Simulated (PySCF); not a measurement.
An unknown is described by computed data only.

Formula: C5H6O2.

* 13C NMR: chemical shifts (computed TMS as zero) by class: 224.0 (2 C), 49.9 (1 C), 42.2 (2 C) ppm [GIAO B3LYP/pcSseg-2]
* UV, strongest line: among the 10 lowest singlet transitions: S7 at 8.05 eV (154 nm, f = 0.070) [TDDFT wB97X-D/def2-SVPD]
* Rotational structure: rotational constants A, B, C: 5.819, 2.125, 1.611 GHz [PBE0-D3(BJ)/def2-SVP]
* Dipole: 1.86 D [wB97X-D/def2-SVPD]
* NMR, other nuclei: isotropic shieldings of nuclei other than C and H, by class: -337 (2 O) ppm [GIAO B3LYP/pcSseg-2]
* 1H NMR: chemical shifts (computed TMS as zero) by class: 2.69 (2 H), 2.66 (4 H) ppm [GIAO B3LYP/pcSseg-2]

Electronic properties: PySCF, gas phase, density fitting. Levels stand in brackets. Isolated species at its PBE0-D3(BJ)/def2-SVP geometry (one conformer only). Each NMR value is the plain mean over a class of atoms that symmetry, rotation or inversion makes alike.

Question: Propose a structure and show how it fits.

Answer: Numbering: `[O:1]=[C:2]1[CH2:3][CH2:4][C:5](=[O:6])[CH2:7]1`. Its formula, C5H6O2, gives 3 degrees of unsaturation: 1 ring and 2 π bonds in the structure found. 5 carbons fall into 3 classes; from least to most shielded: ketone carbonyl carbon [C2/C5] (224.0 ppm, 2 C), sp3 carbon next to a carbonyl [C7] (49.9 ppm), sp3 carbon next to a carbonyl [C3/C4] (42.2 ppm, 2 C). Hydrogen classes from least to most shielded: 2 H on an sp3 carbon next to a carbonyl, C7 (2.69 ppm), 4 H on 2 like atoms (sp3 carbon next to a carbonyl), C3/C4 (2.66 ppm). The other shieldings belong to: -337 ppm, ketone oxygen [O1/O6]. The optimised geometry has point group C2 and is an asymmetric top. Structure: 1,3-cyclopentanedione (`O=C1CCC(=O)C1`). Computed isomers that give other values at the same levels: `C=CC(=C)OC=O` (smallest rotational constant: 1.422 GHz; this holds for the one conformer computed); `C[C@H]1C=CC(=O)O1` (smallest rotational constant: 1.821 GHz; this holds for the one conformer computed); `C=COC(=O)C=C` (rotational constant A: 9.271 GHz; this holds for the one conformer computed). The assignments are read from this structure; whether some other isomer fits the data as well wasn't checked.
